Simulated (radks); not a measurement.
Valence configurations of Nb II (all share [Kr]). All-electron calculation, scalar-relativistic Kohn-Sham, LDA (Slater exchange, Perdew-Wang correlation), spin-unpolarised, spherical densities, finite nucleus; Fermi nuclear charge, rms radius 4.324 fm. Program: a radial shooting solver on a logarithmic mesh with Libxc functionals. Energies are relative to 4d4; eigenvalues in eV.

| valence | E (eV) | e(4d) | e(5p) | e(5s) |
|---|---|---|---|---|
| 4d4 | 0.000 | -9.547 | - | - |
| 4d3 5p1 | 4.421 | -12.637 | -7.328 | - |
| 4d3.5 5p0.5 | 1.999 | -11.065 | -6.670 | - |
| 4d2 5p2 | 10.751 | -15.933 | -8.540 | - |
| 4d3.5 5s0.5 | 0.025 | -10.542 | - | -10.256 |
| 4d3 5s1 | 0.299 | -11.606 | - | -10.790 |
| 4d1 5s1 5p2 | 14.252 | -18.464 | -9.227 | -14.211 |
| 4d2.5 5s1 5p0.5 | 2.988 | -13.259 | -7.392 | -11.681 |
| 4d1 5p3 | 19.288 | -19.384 | -9.678 | - |
| 5p4 | 30.217 | - | -10.768 | - |

NIST lists [Kr] 4d4 as the ground configuration; this level of theory agrees among the configurations tried. The energies are those of spherical spin-averaged densities, not of single terms.
